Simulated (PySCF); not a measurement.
# Working out the excitation energy of Sr

Sr [Kr] 5s2 (1S) → Sr [Kr] 5s1 5p1 (3P). All numbers are calculated (PySCF 2.14, scalar relativity through the core potential, in def2-TZVPPD with the def2 core potential (28 electrons) (6s4p3d1f, 40 functions)). Frozen: nothing. Energies in hartree (1 hartree = 27.21139 eV):

| part | Sr (lower) | Sr (upper) |
| --- | --- | --- |
| UHF | -30.347123 | -30.310918 |
| CCSD correlation | -0.222015 | -0.194129 |
| (T) | -0.006480 | -0.004561 |

Task: What does Hartree-Fock give?

Result: (-30.310918) − (-30.347123) = 0.036205 hartree = 0.985 eV.

Task: What do CCSD and CCSD(T) give?

Result: The CCSD correlation energies differ by 0.027886 hartree = 0.759 eV and the triples by 0.001919 hartree = 0.052 eV, so CCSD gives 1.744 eV and CCSD(T) 1.796 eV.

Measured between the centres of the two terms (NIST): 1.823 eV, so CCSD(T) (valence and next inner shell) is off by -0.027 eV.

What remains against the reference includes basis incompleteness and higher excitations.
